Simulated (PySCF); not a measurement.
C3H8FNSi, SMILES [C@H](F)(/N=C/C)[SiH3].

The structure is a stationary point at ωB97X-D3(BJ)/def2-SVP. The structure was generated by enumeration; whether it is a known compound was not checked. Other conformers were not sampled.

Level of theory: TDDFT-PBE0/def2-SVPD run with PySCF 2.14.0.

Vertical excitations. Isolated molecule, no solvent.

| state | energy (eV) | λ (nm) | f | main pairs |
|---|---|---|---|---|
| S1 | 5.52 | 225 | 0.002 | HOMO→LUMO 97 % |
| S2 | 6.74 | 184 | 0.402 | HOMO−1→LUMO 92 % |
| S3 | 7.23 | 171 | 0.008 | HOMO−1→LUMO+1 76 %, HOMO→LUMO+1 18 % |
| S4 | 7.24 | 171 | 0.023 | HOMO→LUMO+1 76 %, HOMO−1→LUMO+1 17 % |
| S5 | 7.64 | 162 | 0.007 | HOMO−1→LUMO+2 44 %, HOMO−1→LUMO+3 40 % |
| S6 | 7.74 | 160 | 0.082 | HOMO→LUMO+2 71 %, HOMO→LUMO+3 19 % |
| S7 | 7.91 | 157 | 0.002 | HOMO→LUMO+3 66 %, HOMO→LUMO+2 22 % |
| S8 | 7.95 | 156 | 0.066 | HOMO−1→LUMO+3 42 %, HOMO−1→LUMO+2 41 %, HOMO→LUMO+4 10 % |
| S9 | 8.03 | 154 | 0.003 | HOMO−1→LUMO+4 84 % |
| S10 | 8.04 | 154 | 0.016 | HOMO→LUMO+4 69 % |
| T1 | 4.62 | 268 | 0 | HOMO−1→LUMO 85 % |
| T2 | 4.74 | 262 | 0 | HOMO→LUMO 95 % |
| T3 | 6.87 | 181 | 0 | HOMO−1→LUMO+1 77 % |
| T4 | 7.14 | 174 | 0 | HOMO→LUMO+1 87 % |
Triplets are in the Tamm–Dancoff approximation, which puts them higher than full response would, so one can lie above its singlet here.
